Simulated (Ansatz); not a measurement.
HfBr₃, SMILES [Br][Hf]([Br])[Br] (connectivity only; charge and spin as stated), neutral, multiplicity 2.

Geometry: B3LYP-D3(BJ)/def2-SVP. The multiplicity is an assumed one; other spin states were not compared. The def2 effective core potentials stand for the cores of Hf; spin–orbit coupling is left out.

Two levels are set side by side: PBE/def2-TZVPD (Ansatz, a quantum-chemistry and plane-wave program) and PBE0/def2-TZVPD (Ansatz). Energy differences of separate SCF runs at the same geometry; the states with an electron removed or added have multiplicity 1 and 1. Differences are taken from unrounded values.

```tsv
quantity	PBE
vertical ionisation energy (eV)	7.64
vertical electron affinity (eV)	1.21
```

Q: These are the PBE values. What does PBE0 give? (Estimate from the structure and the level; the computed values follow.)

A: 
```tsv
quantity	PBE0	PBE minus PBE0
vertical ionisation energy (eV)	7.87	-0.23
vertical electron affinity (eV)	1.17	0.04
```
